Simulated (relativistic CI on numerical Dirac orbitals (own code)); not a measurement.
Level scheme of Yb¹⁸⁺

Computed by Dirac-Coulomb-Breit CI, orbitals from a KLI potential per configuration, model QED (radiative potential, 1s self-energy scaled to tabulated hydrogen-like ionisation energies), unscaled Slater integrals (own radial code, finite nucleus).

Configurations in the expansion (outside the closed core [Ar] 3d10 4p6 4d10): 4s2 4f6, 4s2 4f5 5s, 4s2 4f4 5s2, 4s2 4f5 6s, 4s 4f7, 4f8. Levels of other configurations are missing.

The lowest level is 4s2 4f6 7F_0, with 80 % of that term; Hund's rules for 4s2 4f6 give 7F with J = 0, in agreement.

```csv
No.,Configuration,Term,J,E (cm⁻¹),%,Next component (%)
1,4s2 4f6,7F,0,0.0,80,18 5D
2,4s2 4f6,7F,1,2045.7,86,13 5D
3,4s2 4f6,7F,2,4935.8,91,8 5D
4,4s2 4f6,7F,3,8108.9,94,4 5D
5,4s2 4f6,7F,4,11309.0,95,2 5G
6,4s2 4f6,7F,5,14390.0,93,5 5G
7,4s2 4f6,7F,6,17212.5,90,9 5G
8,4s2 4f6,5D,0,31568.4,53,26 3P
9,4s2 4f6,5D,1,38659.3,73,13 3P
10,4s2 4f6,5D,2,46825.2,85,6 7F
11,4s2 4f6,5L,6,49163.6,70,15 3K
12,4s2 4f6,5L,7,53805.6,85,9 3K
13,4s2 4f6,5D,3,55275.3,77,7 5G
14,4s2 4f6,5G,6,55911.8,38,20 5H
15,4s2 4f6,5G,2,55955.6,80,16 3F
16,4s2 4f6,5G,5,56501.3,47,31 5H
17,4s2 4f6,5G,3,57031.5,57,23 5H
18,4s2 4f6,5L,8,57144.6,90,3 3K
19,4s2 4f6,5G,4,57184.7,56,31 5H
20,4s2 4f6,5L,9,59416.2,91,6 3M
21,4s2 4f6,5L,10,59988.3,85,13 3M
22,4s2 4f6,5D,4,64363.4,74,14 5F
23,4s2 4f6,5H,7,65948.4,61,23 5I
24,4s2 4f6,5H,3,66974.2,58,30 5G
25,4s2 4f6,3P,0,67496.9,50,32 5D
26,4s2 4f6,5G,4,68604.9,35,33 5H
27,4s2 4f6,5H,6,68891.1,32,26 5G
28,4s2 4f6,5G,5,69147.1,35,30 5I
29,4s2 4f6,5F,2,71414.9,57,12 3D
30,4s2 4f6,5F,3,71749.1,54,10 5G
31,4s2 4f6,5I,4,72633.3,32,26 5H
32,4s2 4f6,5F,4,73899.6,35,25 5I
33,4s2 4f6,5F,1,73906.8,86,10 3D
34,4s2 4f6,5K,5,74023.7,29,27 5H
35,4s2 4f6,5F,5,74633.6,48,11 5G
36,4s2 4f6,5I,8,75518.1,80,12 3K
37,4s2 4f6,5H,6,76113.0,36,22 5I
38,4s2 4f6,5I,7,78330.7,49,25 5H
39,4s2 4f6,5I,5,78459.1,43,26 5K
40,4s2 4f6,3O,10,79793.1,58,15 1N
41,4s2 4f6,3K,6,81032.2,21,20 3I
42,4s2 4f6,5K,6,81647.6,62,19 5I
43,4s2 4f6,5G,2,82486.4,41,18 3F
44,4s2 4f6,5K,8,82949.4,39,27 3M
45,4s2 4f6,3P,1,83484.5,75,19 5D
46,4s2 4f6,5K,7,84915.0,64,18 5I
47,4s2 4f6,5G,3,85424.4,40,19 5D
48,4s2 4f6,5P,2,86668.3,30,22 5D
49,4s2 4f6,3O,11,86834.3,81,19 3N
50,4s2 4f6,3M,8,87011.2,50,28 5K
51,4s2 4f6,3I,5,88220.2,36,28 3H
52,4s2 4f6,5G,4,88398.4,39,21 5H
53,4s2 4f6,5K,9,88569.2,71,10 3L
54,4s2 4f6,3O,12,88780.7,82,18 1Q
55,4s2 4f6,5D,3,88911.4,30,21 5P
56,4s2 4f6,3K,7,89142.2,45,35 3I
57,4s2 4f6,3M,9,89269.5,45,37 3N
58,4s2 4f6,5G,5,90371.6,45,14 5F
59,4s2 4f6,5G,6,91504.4,54,23 5H
60,4s2 4f6,5D,1,91969.2,51,32 5P
61,4s2 4f6,5G,2,92674.8,46,27 3F
62,4s2 4f6,3G,3,92966.0,36,28 3F
63,4s2 4f6,3H,4,94206.3,74,10 5G
64,4s2 4f6,3M,10,94924.5,57,28 3O
65,4s2 4f6,5D,4,95190.2,80,10 5F
66,4s2 4f6,3G,4,96712.9,36,29 3F
67,4s2 4f6,3K,8,97027.9,56,18 5K
68,4s2 4f6,5D,0,97396.5,91,4 3P
69,4s2 4f6,3K,6,97947.4,39,20 3I
70,4s2 4f6,3M,9,98469.8,63,31 3N
```

Energies count from the lowest computed level.

The mean weight of the leading LS term, summed over parents, in these 70 levels is 59 %, and that of the leading jj configuration (from the same eigenvectors) 48 %, so LS coupling describes them better.

At this charge energies of transitions that change n are usually good to better than 1 %, and those within a shell (Δn = 0) to a few per cent. Terms inside the open d or f shell come out 10 to 20 % too wide with unscaled integrals.

Landé's interval rule says that E(J) − E(J−1) = AJ with one A. For the ground term the intervals give A = 2045.7, 1445.1, 1057.7, 800.0, 616.2, 470.4 cm⁻¹ for J = 1, 2, 3, 4, 5, 6; the multiplet is regular.

LS names give the leading component of a level, which can be under half, so a name can repeat, a term be missing and a line seem to break the LS rules.
